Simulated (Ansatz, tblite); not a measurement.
Isomers of Rb₅H₄ (doublet), found by a short tight-binding search and relaxed with B3LYP-D4/def2-SVP in Ansatz.

In the def2 sets Rb takes a core potential, while STO-3G treats all electrons; there is no spin–orbit coupling. The xTB rows come from tblite. LC-ωPBE has ω = 0.4 bohr⁻¹. HSE06 is defined as in plane-wave codes, on full-range PBE exchange. Correlated methods freeze no core orbitals; core or outer-core shells of Rb are correlated, in sets that lack core-valence functions.

A: At HF/STO-3G the highest occupied level of the charge 0 doublet lies above zero (up to 3.11 eV). In Hartree–Fock with STO-3G the lack of diffuse functions raises the level. B: At HF/STO-3G the highest occupied level of the charge 0 doublet lies above zero (up to 3.31 eV). In Hartree–Fock with STO-3G the lack of diffuse functions raises the level. C: At HF/STO-3G the highest occupied level of the charge 0 doublet lies above zero (up to 2.60 eV). In Hartree–Fock with STO-3G the lack of diffuse functions raises the level. D: At HF/STO-3G the highest occupied level of the charge 0 doublet lies above zero (up to 5.15 eV). In Hartree–Fock with STO-3G the lack of diffuse functions raises the level.

Other spin states weren't relaxed.

A:

```xyz
9

Rb   -2.382   -1.220    3.678
Rb   -1.528   -4.035   -0.434
Rb    1.262   -0.951   -3.417
Rb   -0.234    3.197    3.286
Rb    2.148    3.562   -1.159
H     1.147    3.997    1.237
H    -2.310   -3.115    1.906
H    -0.115   -2.922   -2.341
H     2.011    1.486   -2.755
```

B:

```xyz
9

Rb    0.803    1.404   -4.843
Rb    1.960    0.556    0.271
Rb    0.439    0.856    4.931
Rb   -2.247   -2.295    2.389
Rb   -1.273   -1.237   -2.622
H     1.028    0.565   -2.294
H    -1.391   -0.961    4.474
H     1.865    1.328    2.782
H    -1.185   -0.216   -5.089
```

C:

Cartesian coordinates in Å:
```
Rb 0.5223 -0.6695 2.2222
Rb -2.2315 -0.2091 -0.8150
Rb 1.7924 0.2865 -1.5846
Rb 0.2766 -4.5824 -0.8979
Rb -0.2377 3.0163 0.6635
H -0.5375 1.7282 -1.7765
H 0.1602 -1.7529 -0.4174
H 1.9361 1.3176 0.9564
H -1.6809 0.8653 1.6494
```

D:

Cartesian coordinates in Å:
```
Rb -0.022 -1.761 2.938
Rb 1.674 -2.674 -1.362
Rb -0.162 2.839 1.930
Rb 1.563 1.929 -2.360
Rb -1.557 -0.170 -0.584
H 0.575 -0.542 -2.526
H -0.441 2.513 -0.701
H -0.306 -2.594 0.421
H -1.324 0.460 2.244
```

Estimate which lies lowest at each level, and how far above it the others are (eV).


```
              level     A     B     C     D
           GFN1-xTB  2.07  1.50  0.00  0.10
           GFN2-xTB  1.22  0.73  0.00  0.30
          HF/STO-3G  1.86  1.90  0.00  1.49
        HF/def2-SVP  0.59  0.66  0.00  0.23
       HF/def2-TZVP  0.55  0.63  0.00  0.22
    PBE-D4/def2-SVP  0.99  0.89  0.00  0.22
   PBE-D4/def2-TZVP  0.96  0.88  0.00  0.22
r2SCAN-D4/def2-TZVP  0.94  0.87  0.00  0.24
   PBE0-D4/def2-SVP  1.01  0.92  0.00  0.25
  PBE0-D4/def2-TZVP  0.98  0.91  0.00  0.25
 HSE06-D4/def2-TZVP  0.98  0.91  0.00  0.24
  LC-ωPBE/def2-TZVP  0.71  0.71  0.00  0.18
  ωB97X-V/def2-TZVP  0.89  0.86  0.00  0.28
       MP2/def2-SVP  0.89  0.87  0.00  0.32
      MP2/def2-TZVP  0.93  0.91  0.00  0.35
      CCSD/def2-SVP  0.84  0.83  0.00  0.31
   CCSD(T)/def2-SVP  0.86  0.84  0.00  0.30
```
Point groups (tolerance 0.1 Å): A Cs, B not assigned, C not assigned, D C4v. Lower isomers may exist.
